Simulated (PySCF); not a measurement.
C₃H₂O, SMILES C#CC=O. Atoms are numbered in the order given.

```xyz
6

C     -0.1340    -1.8760     0.0000
C      0.0892    -0.6834     0.0000
C      0.4082     0.7342     0.0000
O     -0.4172     1.6159     0.0000
H     -0.3472    -2.9297     0.0000
H      1.5045     0.9541     0.0000
```
Charge 0, spin multiplicity 1.

Coordinates come from a B3LYP-D3(BJ)/def2-SVP optimisation.

Level of theory: HF/pcSseg-2 (PySCF).

GIAO shieldings, no solvent; atoms alike by connectivity are averaged. δ = σ(ref) − σ: ¹³C against TMS (σ = 193.3 ppm); ¹⁷O against H2O (σ = 326.0 ppm); ¹H against TMS (σ = 31.98 ppm), references at their B3LYP-D3(BJ)/def2-TZVP geometries, non-relativistic.

```json
[
 {"atoms": "C3", "nucleus": "¹³C", "count": "1", "δ (ppm)": "[?]"},
 {"atoms": "C1", "nucleus": "¹³C", "count": "1", "δ (ppm)": "96.6"},
 {"atoms": "C2", "nucleus": "¹³C", "count": "1", "δ (ppm)": "[?]"},
 {"atoms": "O4", "nucleus": "¹⁷O", "count": "1", "δ (ppm)": "734.8"},
 {"atoms": "H6", "nucleus": "¹H", "count": "1", "δ (ppm)": "9.12"},
 {"atoms": "H5", "nucleus": "¹H", "count": "1", "δ (ppm)": "[?]"}
]
```

Task: Complete the blanks. (An estimate is asked for; the answer gives what the named calculation found.)

Result: 
- C3, δ (ppm): 185.7
- C2, δ (ppm): 78.2
- H5, δ (ppm): 4.09
